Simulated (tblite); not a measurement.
C₆H₁₂OP₂.
SMILES with atom numbers: `[CH3:1]/[CH:2]=[CH:3]/[P@@:4]([CH3:5])(=[O:6])/[CH:7]=[CH:8]/[PH2:9]` (hydrogens: H10, H11, H12 on C1; H13 on C2; H14 on C3; H15, H16, H17 on C5; H18 on C7; H19 on C8; H20, H21 on P9)

Structure used (GFN2-xTB), in Å, numbered top down from 1:
```
atom  x, y, z in Å
C1     3.412    1.024    0.504
C2     2.200    0.164    0.475
C3     1.208    0.254   -0.400
P4    -0.183   -0.894   -0.252
C5    -0.352   -1.655   -1.916
O6    -0.055   -1.871    0.834
C7    -1.644    0.174   -0.108
C8    -2.474   -0.034    0.907
P9    -4.041    0.830    1.193
H10    4.309    0.408    0.452
H11    3.451    1.576    1.443
H12    3.417    1.732   -0.323
H13    2.131   -0.601    1.239
H14    1.192    0.990   -1.190
H15   -0.447   -0.908   -2.698
H16   -1.233   -2.294   -1.901
H17    0.530   -2.269   -2.091
H18   -1.802    0.951   -0.843
H19   -2.255   -0.850    1.588
H20   -3.713    1.254    2.479
H21   -3.659    2.037    0.609
```

Calculated harmonic vibrations of the isolated species, GFN2-xTB (tblite), most abundant isotopes, no scaling. This tight-binding method is rough: wavenumbers can miss measured ones by several per cent, in bad cases by 10 to 20. Modes of hydrogen on phosphorus can be 10 to 20 % off. One conformer, not necessarily the lowest.

Harmonic wavenumbers (cm⁻¹): 32.8, 78.7, 89.0, 112.3, 127.5, 148.7, 169.5, 171.3, 179.1, 238.2, 248.4, 263.5, 296.9, 340.5, 405.4, 477.8, 643.2, 690.5, 719.7, 729.3, 765.4, 777.3, 831.6, 848.8, 854.9, 876.1, 975.3, 988.7, 992.8, 1033.6, 1103.4, 1115.6, 1130.0, 1194.6, 1242.3, 1263.4, 1280.9, 1305.9, 1393.5, 1424.1, 1435.2, 1468.2, 1474.5, 1617.7, 1685.0, 2261.8, 2339.0, 3003.4, 3004.6, 3007.4, 3011.8, 3018.6, 3034.9, 3035.9, 3051.1, 3052.8, 3060.9.

A = 1779, B = 530.6, C = 463.8 MHz; mass 162.036 u (most abundant isotopes); point group C1, symmetry number 1.

Task: Zero-point energy?

Result: ½Σν̃ = 35062 cm⁻¹ = 100.25 kcal/mol.

Task: What is S at 400 K and 1 bar for an ideal gas of classical rigid rotors and harmonic oscillators?

Result: Translation 42.64, rotation 31.85, vibration 55.13: S = 129.6 cal/(mol K).

Task: And Cp and H(400 K) − H(0)?

Result: Cp = 57.78 cal/(mol K), of which vibrations give 49.83 (their classical limit is 57 R = 113.3); H(400 K) − H(0) = 14.18 kcal/mol without the zero-point energy, 11.00 from vibrations.

Task: Blend soft modes into free rotors: weight 1/[1 + (100 cm⁻¹/ν̃)⁴] for the oscillator and the rest for a rotor with moment μB/(μ + B), μ = h/(8π²ν), B = 10⁻⁴⁴ kg m². What vibrational entropy results?

Result: 51.08 cal/(mol K) in place of 55.13, which changes −T·S at 400 K by +1.62 kcal/mol.

Task: How do the functions run with temperature in this model?

Result: 
```tsv
T (K)	S (cal/(mol K))	Cp (cal/(mol K))	H − H(0) (kcal/mol)	G − H(0) (kcal/mol)	ln q(vib)
100	76.5	25.0	1.58	-6.07	2.58
200	97.6	36.7	4.70	-14.82	6.58
300	114.5	47.5	8.90	-25.45	10.35
500	143.5	66.5	20.41	-51.33	17.28
800	179.1	84.7	43.33	-99.92	26.59
1000	198.9	92.8	61.13	-137.75	32.17
```

q(vib) and H(0) count from the zero-point level.

Task: What must be added to the electronic energy to get the Gibbs energy at 400 K and 1 bar?

Result: ZPE + [H(400 K) − H(0)] − T·S = 100.25 + 14.18 − 51.85 = 62.58 kcal/mol.

Hindered rotation and anharmonicity are outside this model. Other conformers, if any are populated, would add a mixing term that is left out. The structure is chiral; the term R ln 2 for an equal mix with its mirror image is left out.
